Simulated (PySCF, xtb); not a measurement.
CBr3, SMILES Br[C+](Br)Br, charge +1.

GFN2-xTB run with xtb at its own geometry gives an orbital gap of 1.92 eV.

Geometry optimised at B3LYP-D3(BJ)/def2-SVP.

**Question.** What does PBE/def2-TZVP in PySCF give? (An estimate is asked for; the answer gives what the named calculation found.)

**Answer.** gap 2.39 eV (levels -12.67 and -10.28 eV).
